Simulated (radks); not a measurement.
The nuclear charge of neutral technetium is varied continuously with 43 electrons held in [Kr] 4d5 5s2. Method: scalar-relativistic Kohn-Sham, PBEsol, spin-polarised, spherical densities, point nucleus; open shells are filled with parallel spins first (spin-orbit coupling, left out, can overturn this in heavy ions); computed with a radial shooting solver on a logarithmic mesh with Libxc functionals. By the Hellmann-Feynman theorem dE/dZ = E(electron-nucleus)/Z, the electronic potential at the nucleus. The scalar-relativistic energy here is not variational (the density holds large components alone), so the two differ by a part that grows with Z.

[
 {"Z": "42.75", "E (hartree)": "-4223.55075", "E(electron-nucleus)/Z (hartree)": "-238.230", "HOMO": "5s", "e(HOMO) (eV)": "-2.621", "<r> HOMO (bohr)": "3.738"},
 {"Z": "43", "E (hartree)": "-4283.49141", "E(electron-nucleus)/Z (hartree)": "-240.144", "HOMO": "5s", "e(HOMO) (eV)": "-4.274", "<r> HOMO (bohr)": "3.507"},
 {"Z": "43.25", "E (hartree)": "-4343.91340", "E(electron-nucleus)/Z (hartree)": "-242.056", "HOMO": "5s", "e(HOMO) (eV)": "-6.076", "<r> HOMO (bohr)": "3.323"},
 {"Z": "43.5", "E (hartree)": "-4404.81630", "E(electron-nucleus)/Z (hartree)": "-243.966", "HOMO": "5s", "e(HOMO) (eV)": "-8.013", "<r> HOMO (bohr)": "3.169"},
 {"Z": "43.75", "E (hartree)": "-4466.19987", "E(electron-nucleus)/Z (hartree)": "-245.876", "HOMO": "5s", "e(HOMO) (eV)": "-10.076", "<r> HOMO (bohr)": "3.037"},
 {"Z": "44", "E (hartree)": "-4528.06396", "E(electron-nucleus)/Z (hartree)": "-247.785", "HOMO": "5s", "e(HOMO) (eV)": "-12.259", "<r> HOMO (bohr)": "2.921"}
]

The central difference of E at Z = 43 is -240.725 hartree, to compare with the third column; the second derivative is -7.7 hartree.
